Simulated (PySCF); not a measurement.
Ga(NMe2)(SiH3)2, SMILES C[N](C)[Ga]([SiH3])[SiH3], GFN2-xTB optimised geometry.

```
18

Ga    -0.64     0.17     1.83
N     -0.41     1.15     3.41
C      0.56     2.21     3.58
C     -1.17     0.94     4.63
H      0.08     3.17     3.83
H      1.27     1.98     4.39
H      1.13     2.34     2.65
H     -0.53     0.66     5.47
H     -1.72     1.85     4.91
H     -1.90     0.14     4.46
Si     0.38     1.41     0.00
H     -0.01     0.88    -1.33
H      1.86     1.41     0.00
H     -0.03     2.83     0.00
Si    -1.86    -1.87     2.34
H     -1.86    -2.83     1.21
H     -3.29    -1.67     2.69
H     -1.25    -2.60     3.48
```

Density from PySCF 2.14.0 with B3LYP/def2-SVP at that geometry.

Minimum of the electron density along straight lines between bonded atoms, close to the bond critical point (lines longer than 1.1 times the sum of covalent radii, or with two minima, are not listed):

```
bond      length / Å  ρ at the minimum / e bohr⁻³  ∇²ρ there / e bohr⁻⁵  position (fraction from the first atom)
--------  ----------  ---------------------------  --------------------  ---------------------------------------
Ga1–N2         1.876                        0.116                   [?]                                     0.47
N2–C3          1.451                        0.271                 -0.76                                     0.60
N2–C4          1.451                        0.271                 -0.76                                     0.60
C3–H5          1.099                        0.275                 -1.00                                     0.63
C3–H6          1.099                        0.274                 -1.00                                     0.63
C3–H7          1.095                        0.277                 -1.02                                     0.63
C4–H8          1.099                        0.275                 -1.00                                     0.63
C4–H9          1.099                        0.274                 -1.00                                     0.63
C4–H10         1.095                        0.277                 -1.02                                     0.63
Ga1–Si11       2.432                        0.077                 -0.06                                     0.47
Si11–H12       1.481                        0.113                  0.32                                     0.49
Si11–H13       1.481                        0.112                  0.31                                     0.49
Si11–H14       1.480                        0.113                  0.31                                     0.49
Ga1–Si15       2.433                        0.077                 -0.06                                     0.47
Si15–H16       1.481                        0.113                  0.32                                     0.49
Si15–H17       1.481                        0.112                  0.31                                     0.49
Si15–H18       1.480                        0.113                  0.31                                     0.49
```

Q: Some entries are withheld; supply them.

A: 
- Ga1–N2, ∇²ρ there / e bohr⁻⁵: 0.51
